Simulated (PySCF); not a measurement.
**`C=CC[C@@]1(CF)C[C@H]1C=C`: 4 charge schemes on one density**

Compound: C9H13F.
SMILES with atom numbers: `[CH2:1]=[CH:2][CH2:3][C@@:4]1([CH2:5][F:6])[CH2:7][C@H:8]1[CH:9]=[CH2:10]` (hydrogens: H11, H12 on C1; H13 on C2; H14, H15 on C3; H16, H17 on C5; H18, H19 on C7; H20 on C8; H21 on C9; H22, H23 on C10)

Structure used (GFN2-xTB), in Å, numbered top down from 1:
```xyz
23
C9H13F angstrom
C      3.0376   -0.5877    0.0040
C      1.7470   -0.5996    0.2764
C      0.6802   -1.0314   -0.6831
C     -0.3279    0.0796   -0.9207
C      0.2753    1.2106   -1.7318
F     -0.6222    2.2265   -1.9440
C     -1.7769   -0.2377   -1.1128
C     -1.3314    0.4567    0.1521
C     -1.3781   -0.2405    1.4447
C     -1.4988    0.3763    2.6091
H      3.7711   -0.2714    0.7258
H      3.4179   -0.9041   -0.9541
H      1.3836   -0.2788    1.2438
H      1.1307   -1.3235   -1.6356
H      0.1668   -1.9035   -0.2732
H      1.1343    1.6486   -1.2103
H      0.5866    0.8583   -2.7228
H     -2.3391    0.3386   -1.8312
H     -2.0835   -1.2707   -1.0400
H     -1.5538    1.5156    0.2207
H     -1.3211   -1.3206    1.4102
H     -1.5379   -0.1642    3.5391
H     -1.5651    1.4497    2.6779
```

Density: PBE0/pcSseg-1 (PySCF); schemes: Mulliken, IAO, Hirshfeld and ESP-fitted. Geometry: GFN2-xTB, one conformer, isolated molecule.

At which atom do the 4 schemes differ most?

At C4: from -0.545 (Mulliken) to +0.138 e (ESP-fitted), 0.683 e apart.

For which atoms does the sign change between the 4 schemes (beyond +0.03 e in one, beyond −0.03 e in another)?

C4 and C8.

What partial charge does each atom carry?

In e:

```csv
atom,environment,Mulliken,IAO,Hirshfeld,ESP-fitted
C1,terminal =CH2 carbon,-0.131,-0.327,-0.106,-0.501
C2,alkene CH carbon,-0.239,-0.130,-0.035,+0.006
C3,allylic carbon,-0.061,-0.260,-0.064,-0.359
C4,three-membered-ring carbon,-0.545,+0.003,+0.001,+0.138
C5,sp3 C–F carbon,+0.347,+0.044,+0.025,+0.083
F6,alkyl fluorine,-0.336,-0.328,-0.103,-0.246
C7,three-membered-ring carbon,-0.054,-0.295,-0.093,-0.496
C8,allylic carbon,-0.177,-0.141,-0.044,+0.039
C9,alkene CH carbon,-0.161,-0.130,-0.035,-0.136
C10,terminal =CH2 carbon,-0.132,-0.331,-0.108,-0.480
H11,vinylic hydrogen,+0.115,+0.152,+0.046,+0.188
H12,vinylic hydrogen,+0.104,+0.141,+0.042,+0.196
H13,vinylic hydrogen,+0.120,+0.150,+0.038,+0.115
H14,methylene hydrogen,+0.118,+0.137,+0.043,+0.141
H15,methylene hydrogen,+0.123,+0.146,+0.046,+0.150
H16,methylene hydrogen,+0.117,+0.144,+0.037,+0.069
H17,methylene hydrogen,+0.104,+0.135,+0.042,+0.080
H18,methylene hydrogen,+0.134,+0.159,+0.046,+0.188
H19,methylene hydrogen,+0.120,+0.144,+0.047,+0.170
H20,methine hydrogen,+0.118,+0.154,+0.043,+0.116
H21,vinylic hydrogen,+0.094,+0.137,+0.045,+0.161
H22,vinylic hydrogen,+0.112,+0.151,+0.045,+0.188
H23,vinylic hydrogen,+0.110,+0.145,+0.044,+0.191
```

Mean size of the charges over all atoms: ESP-fitted 0.193 e, IAO 0.169 e, Mulliken 0.160 e, Hirshfeld 0.051 e. Each set sums to the total charge, 0, to within 0.001 e. The Mulliken scheme counts on each atom the diagonal of the density matrix times the overlap matrix over that atom's basis functions. The IAO scheme projects the occupied orbitals on a minimal set of polarised atomic orbitals and counts the electrons in each atom's part of it.

How closely do the schemes follow one another over all atoms?

Correlation coefficient and root-mean-square difference: IAO with Hirshfeld 1.00, 0.131 e; Hirshfeld with ESP-fitted 0.93, 0.183 e; IAO with ESP-fitted 0.93, 0.094 e; Mulliken with Hirshfeld 0.65, 0.162 e; Mulliken with IAO 0.64, 0.161 e; Mulliken with ESP-fitted 0.43, 0.232 e.

Sum the charges by element, for elements with more than one atom.

| element | atoms | Mulliken | IAO | Hirshfeld | ESP-fitted |
| --- | --- | --- | --- | --- | --- |
| C | 9 | -1.153 | -1.567 | -0.461 | -1.706 |
| H | 13 | +1.489 | +1.895 | +0.565 | +1.952 |

How many electrons does the Mulliken scheme count on C7?

Z − q = 6 − (-0.054) = 6.054.
